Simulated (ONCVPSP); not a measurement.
# Ba: one change to an ONCV potential, before and after

ONCVPSP 4.0.1 input, shortened (lines: element, Z, core and valence counts, functional; n l f; lmax; l rc ep ncon nbas qcut; lloc lpopt rc5 dvloc0; l nproj debl; icmod fcfact rcfact), PBE, scalar-relativistic:

```
  Ba 56.00    9    3        4      upf
    1    0    2.00
    2    0    2.00
    2    1    6.00
    3    0    2.00
    3    1    6.00
    3    2   10.00
    4    0    2.00
    4    1    6.00
    4    2   10.00
    5    0    2.00
    5    1    6.00
    6    0    2.00
    2
    0    2.20    0.00    5   10    4.20
    1    2.05    0.00    4    8    3.20
    2    1.70    0.14    4    8    4.90
    4    2    1.40    0.00
    0    2    0.70
    1    2    2.40
    2    2    2.60
    3    4.75    1.70
```

In the d channel the program set the typed energies aside and used 0.050, 2.650 Ha.

Change: s: qcut 3.3.

Cutoffs: the cutoffs (Ha) at which the residual kinetic energy of the hardest occupied pseudo-wave falls to 1 and 0.1 mHa per electron; they do not see the model core or the augmentation charge, which bear on the density cutoff. Errors are all-electron minus pseudo energies relative to the spin-unpolarised reference configuration.

Question: Predict the effect on cutoff, ghosts and configuration errors.

Answer: The potential gets harder (28 Ha and 51 Ha → 47 Ha and 61 Ha); the errors of the 4 common tests hardly move; the range in which the s phases agree narrows (upper end 2.8 → 1.5); neither file shows a bound ghost.

```tsv
quantity	base	changed
cutoff, loose	28 Ha	47 Ha
cutoff, tight	51 Ha	61 Ha
loose cutoff by channel	s 9.3 Ha, p 28 Ha	s 47 Ha, p 28 Ha
bound ghosts	none	none
GHOST(+) flags under 300 eV	s at 89.6 eV	s at 86.0 eV
error for 5s2 5p6 6s1, meV [ΔE 5.36 eV]	-3.0	-3.3
error for 5s2 5p6 6s0, meV [ΔE 15.34 eV]	-26	-29
error for 5s2 5p6 6s1.5, meV [ΔE 2.14 eV]	-0.6	-0.6
error for 5s2 5p6 5d1 6s0, meV [ΔE 6.04 eV]	-21	-24
s: phases at 2.24 bohr within 0.05 rad from the reference energy up to (Ha; the scan ends near 5)	2.8	1.5
p: phases at 2.08 bohr within 0.05 rad from the reference energy up to (Ha; the scan ends near 5)	3.1	3.1
d: phases at 1.73 bohr within 0.05 rad from the reference energy up to (Ha; the scan ends near 5)	4.8	4.8
rms error of d²Exc/dni dnj with the model core, mHa	4.26	4.38
```

Base: The cutoffs count occupied waves only; projector 2 of the d channel, the hardest unoccupied one, needs 104 Ha at the loose tolerance.
